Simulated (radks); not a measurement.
Q: All-electron atom: Er XIII in [Kr] 4d10 4f8 5s2. All-electron calculation, scalar-relativistic Kohn-Sham, PBEsol, spin-polarised, spherical densities, finite nucleus; open shells are filled with parallel spins first (spin-orbit coupling, left out, can overturn this in heavy ions); Fermi nuclear charge, rms radius 5.2516 fm. Program: a radial shooting solver on a logarithmic mesh with Libxc functionals. Some entries of the table are withheld. Estimate them.

orbital  occ.  eigenvalue (eV)  r(max) (bohr)
1s down     1        -57580.65        0.01287
1s up       1        -57580.63        0.01287
2s up       1        -9873.825        0.07326
2s down     1        -9873.719        0.07326
2p up       3        -8763.185        0.05957
2p down     3        -8763.114        0.05957
3s up       1        -2400.319         0.2073
3s down     1        -2396.878         0.2072
3p up       3        -2062.323         0.2040
3p down     3        -2058.894         0.2039
3d up       5        -1638.277         0.1664
3d down     5        -1635.645         0.1663
4s up       1        -663.4042         0.4725
4s down     1        -656.6451         0.4725
4p up       3        -551.0005         0.4931
4p down     3        -544.3926         0.4931
4d up       5        -400.0684         0.5069
4d down     5        -393.5913         0.5071
5s up       1        -251.3920            (1)
5s down     1        -247.7095            (2)
4f up       7        -231.7087         0.4832
4f down     1        -225.2854         0.4850

A: 
(1) 5s up r(max) (bohr): 1.019
(2) 5s down r(max) (bohr): 1.025
